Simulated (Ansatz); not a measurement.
Total energies of CH₈O₂Si₂, SMILES `C[Si](O)(O)[SiH3]`.

| atom | x (Å) | y (Å) | z (Å) |
| --- | --- | --- | --- |
| C1 | -0.995 | -1.468 | 0.354 |
| Si2 | -0.182 | 0.004 | -0.434 |
| O3 | -1.440 | 0.978 | -0.880 |
| O4 | 0.749 | -0.420 | -1.729 |
| Si5 | 1.315 | 1.143 | 0.971 |
| H6 | -1.677 | -1.952 | -0.351 |
| H7 | -1.578 | -1.167 | 1.227 |
| H8 | -0.251 | -2.203 | 0.672 |
| H9 | -1.218 | 1.817 | -1.287 |
| H10 | 0.343 | -0.957 | -2.412 |
| H11 | 2.499 | 0.306 | 1.306 |
| H12 | 0.640 | 1.523 | 2.244 |
| H13 | 1.793 | 2.395 | 0.318 |

The species carries charge 0 and has multiplicity 1. Geometry: relaxed with PBE0-D4/def2-TZVP. It is one conformer, not always the lowest. Basis def2-TZVPP, Ansatz 0.2.0.

RPA on PBE orbitals: Hartree–Fock energy of these orbitals -770.27419 Eh, correlation -1.51264 Eh (frozen core).

```json
{"functional": "PBE", "energy without D4 (Eh)": "-772.04163", "D4 term (kJ/mol)": "-28.0"}
{"functional": "revPBE", "energy without D4 (Eh)": "-772.37754", "D4 term (kJ/mol)": "-79.2"}
{"functional": "r2SCAN", "energy without D4 (Eh)": "-772.41743", "D4 term (kJ/mol)": "-7.1"}
{"functional": "PBE0", "energy without D4 (Eh)": "-772.11098", "D4 term (kJ/mol)": "-23.9"}
{"functional": "B3LYP", "energy without D4 (Eh)": "-772.61797", "D4 term (kJ/mol)": "-45.0"}
{"functional": "r2SCAN0", "energy without D4 (Eh)": "-772.38516", "D4 term (kJ/mol)": "-8.3"}
{"functional": "HSE06 (plane-wave form)", "energy without D4 (Eh)": "-772.08810", "D4 term (kJ/mol)": "-22.4"}
{"functional": "BHLYP", "energy without D4 (Eh)": "-772.47049", "D4 term (kJ/mol)": "-35.6"}
{"functional": "CAM-B3LYP", "energy without D4 (Eh)": "-772.51115", "D4 term (kJ/mol)": "-24.4"}
{"functional": "LC-ωPBE", "energy without D4 (Eh)": "-772.28023", "D4 term (kJ/mol)": "–"}
{"functional": "ωB97X-V", "energy without D4 (Eh)": "-772.41593", "D4 term (kJ/mol)": "–"}
{"functional": "ωB97M-V", "energy without D4 (Eh)": "-772.44854", "D4 term (kJ/mol)": "–"}
{"functional": "B2PLYP", "energy without D4 (Eh)": "-772.19031", "D4 term (kJ/mol)": "–"}
{"functional": "PBE-QIDH", "energy without D4 (Eh)": "-771.91999", "D4 term (kJ/mol)": "–"}
```

Give the same for LDA (SPW92), BLYP, B97M-V, r2SCANh. (Best estimate.)

The calculation gave: 
| functional | energy without D4 (Eh) | D4 term (kJ/mol) |
| --- | --- | --- |
| LDA (SPW92) | -768.75781 | – |
| BLYP | -772.50322 | -60.3 |
| B97M-V | -772.37727 | – |
| r2SCANh | -772.40403 | -7.5 |

B3LYP takes the VWN-RPA correlation (the form of Gaussian; ORCA's B3LYP/G). HSE06 is the plane-wave form, built on full-range PBE exchange. The double hybrids freeze the cores in their second-order part.

LC-ωPBE has ω = 0.4 bohr⁻¹.
